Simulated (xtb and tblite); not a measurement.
Torsional profile of SMILES c1ccc([SiH2]c2cccs2)nc1. Scanned: dihedral N11–C4–Si5–C6 and dihedral C4–Si5–C6–S10; all other coordinates were relaxed at GFN2-xTB. Points at φ and −φ are mirror images.

Atom numbering (GFN2-xTB optimised geometry, Å):
```
21

C     -3.1776     0.3213     1.4074
C     -3.5391     0.0352     0.1002
C     -2.5530    -0.3538    -0.7890
C     -1.2332    -0.4464    -0.3555
Si     0.1334    -0.9981    -1.5430
C      1.8220    -0.7524    -0.7871
C      2.1865    -0.3209     0.4543
C      3.5825    -0.2752     0.6516
C      4.2745    -0.6749    -0.4463
S      3.2314    -1.1141    -1.7389
N     -0.8999    -0.1700     0.9019
C     -1.8400     0.2005     1.7511
H     -3.9103     0.6290     2.1376
H     -4.5698     0.1145    -0.2166
H     -2.7919    -0.5861    -1.8158
H      0.0179    -0.2110    -2.7807
H     -0.0740    -2.4172    -1.8715
H      1.4566    -0.0496     1.1950
H      4.0498     0.0404     1.5678
H      5.3361    -0.7405    -0.5812
H     -1.5019     0.4110     2.7588
```

Calculation: GFN2-xTB run with xtb and tblite.

Energy in kcal/mol above the lowest grid point; x is the dihedral N11–C4–Si5–C6 (°), y the dihedral C4–Si5–C6–S10 (°).

```csv
y \ x,-150,-120,-90,-60,-30,0,30,60,90,120,150,180
180,1.1,0.3,0.3,0.3,0.1,0.0,0.1,0.3,0.3,0.3,1.1,2.2
150,1.9,1.0,0.7,0.7,0.6,0.4,0.3,0.3,0.5,0.4,0.4,1.3
120,1.3,1.4,1.2,1.1,1.0,1.0,0.9,0.8,0.9,0.8,0.7,0.7
90,0.9,1.1,1.3,1.2,1.1,1.0,1.1,1.0,1.0,0.8,0.7,0.7
60,0.6,0.8,1.0,1.1,1.0,0.9,0.9,0.9,0.8,0.6,0.7,0.7
30,0.7,0.7,0.9,1.0,0.7,0.8,0.9,0.8,0.7,0.6,1.1,1.2
0,1.1,0.7,0.8,0.9,0.8,0.6,0.8,0.9,0.8,0.7,1.1,1.5
-30,1.1,0.6,0.7,0.8,0.9,0.8,0.7,1.0,0.9,0.7,0.7,1.2
-60,0.7,0.6,0.8,0.9,0.9,0.9,1.0,1.1,1.0,0.8,0.6,0.7
-90,0.7,0.8,1.0,1.0,1.1,1.0,1.1,1.2,1.3,1.1,0.9,0.7
-120,0.7,0.8,0.9,0.8,0.9,1.0,1.0,1.1,1.2,1.4,1.3,0.7
-150,0.4,0.4,0.5,0.3,0.3,0.4,0.6,0.7,0.7,1.0,1.9,1.3
```

The six lowest points that lie below all their neighbours on the grid: x = 0, y = 180 (0.0 kcal/mol); x = -120, y = 180 (0.3 kcal/mol); x = 120, y = 180 (0.3 kcal/mol); x = -120, y = -60 (0.6 kcal/mol); x = 120, y = 60 (0.6 kcal/mol); x = 0, y = 0 (0.6 kcal/mol). The lowest path on the grid from the first to the second passes x = -90, y = 180 at 0.3 kcal/mol.
